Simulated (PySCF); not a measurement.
Br$_{2}$Si, charge +1, quartet, geometry from GFN2-xTB of the parent state (a state made from the parent by changing its charge; the spin is typed, not shown lowest); DF-PBE/aug-cc-pVDZ in PySCF.

Here is a job for PySCF.
```python
from pyscf import gto, scf, dft

mol = gto.M(
    atom='''
Si   -0.02306863   -0.00441753    1.20707901
Br    0.95296278   -1.45162520   -0.22860751
Br   -0.94373533    1.45339221   -0.25422409
''',
    basis='aug-cc-pvdz',
    charge=1,
    spin=3,
    verbose=4,
)

mf = dft.UKS(mol)
mf.xc = 'pbe'
mf = mf.density_fit(auxbasis='def2-universal-jkfit')
mf.kernel()
```

The log (banner, timings and long lists left out):

```
PySCF version 2.14.0

[INPUT] verbose = 4
[INPUT] num. atoms = 3
[INPUT] num. electrons = 83
[INPUT] charge = 1
[INPUT] spin (= nelec alpha-beta = 2S) = 3
[INPUT] symmetry False subgroup None
[INPUT] Mole.unit = angstrom
[INPUT] Symbol           X                Y                Z      unit          X                Y                Z       unit  Magmom
[INPUT]  1 Si    -0.023068630000  -0.004417530000   1.207079010000 AA   -0.043593392769  -0.008347921847   2.281048739611 Bohr   0.0
[INPUT]  2 Br     0.952962780000  -1.451625200000  -0.228607510000 AA    1.800838661104  -2.743174063517  -0.432005583919 Bohr   0.0
[INPUT]  3 Br    -0.943735330000   1.453392210000  -0.254224090000 AA   -1.783401307776   2.746513228476  -0.480413904367 Bohr   0.0

nuclear repulsion = 416.293410416707
number of shells = 26
number of NR pGTOs = 222
number of NR cGTOs = 99
basis = aug-cc-pvdz
ecp = {}

******** <class 'pyscf.df.df_jk.DFUKS'> ********
method = DFUKS
initial guess = minao
damping factor = 0
level_shift factor = 0
DIIS = <class 'pyscf.scf.diis.CDIIS'>
diis_start_cycle = 1
diis_space = 8
diis_damp = 0
SCF conv_tol = 1e-09
SCF conv_tol_grad = None
SCF max_cycles = 50
direct_scf = False
number electrons alpha = 43  beta = 40
XC library pyscf.dft.libxc version 7.1.2
    S. Lehtola, C. Steigemann, M. J. T. Oliveira, and M. A. L. Marques,  SoftwareX 7, 1–5 (2018)
XC functionals = pbe
    J. P. Perdew, K. Burke, and M. Ernzerhof,  Phys. Rev. Lett. 77, 3865 (1996)
    J. P. Perdew, K. Burke, and M. Ernzerhof,  Phys. Rev. Lett. 78, 1396 (1997)
    J. P. Perdew, K. Burke, and M. Ernzerhof,  Phys. Rev. Lett. 77, 3865 (1996)
    J. P. Perdew, K. Burke, and M. Ernzerhof,  Phys. Rev. Lett. 78, 1396 (1997)
radial grids:
    Treutler-Ahlrichs [JCP 102, 346 (1995); DOI:10.1063/1.469408] (M4) radial grids

becke partition: Becke, JCP 88, 2547 (1988); DOI:10.1063/1.454033
pruning grids: <function nwchem_prune>
grids dens level: 3
symmetrized grids: False
atomic radii adjust function: <function treutler_atomic_radii_adjust>
small_rho_cutoff = 0
Set gradient conv threshold to 3.16228e-05
tot grids = 60032
init E= -5435.00619571167

cycle= 1 E= -5436.41298169535  delta_E= -1.41  |g|= 0.192  |ddm|= 1.34

cycle= 2 E= -5436.42501629114  delta_E= -0.012  |g|= 0.155  |ddm|= 0.514

cycle= 3 E= -5436.43822069021  delta_E= -0.0132  |g|= 0.0703  |ddm|= 0.232

cycle= 4 E= -5436.44167453828  delta_E= -0.00345  |g|= 0.0131  |ddm|= 0.0837

cycle= 5 E= -5436.44179154798  delta_E= -0.000117  |g|= 0.00606  |ddm|= 0.0236

cycle= 6 E= -5436.44182210381  delta_E= -3.06e-05  |g|= 0.0015  |ddm|= 0.00955

cycle= 7 E= -5436.44181385736  delta_E= 8.25e-06  |g|= 0.00321  |ddm|= 0.0057

cycle= 8 E= -5436.44182377161  delta_E= -9.91e-06  |g|= 0.000574  |ddm|= 0.005

cycle= 9 E= -5436.4418240795  delta_E= -3.08e-07  |g|= 6.9e-05  |ddm|= 0.000784

cycle= 10 E= -5436.4418240844  delta_E= -4.9e-09  |g|= 6.91e-06  |ddm|= 0.000139

cycle= 11 E= -5436.44182408448  delta_E= -7.46e-11  |g|= 2.28e-06  |ddm|= 2.49e-05

Extra cycle  E= -5436.44182408447  delta_E= 1.82e-12  |g|= 3.11e-06  |ddm|= 8.04e-06
converged SCF energy = -5436.44182408447  <S^2> = 3.7530967  2S+1 = 4.001548
```
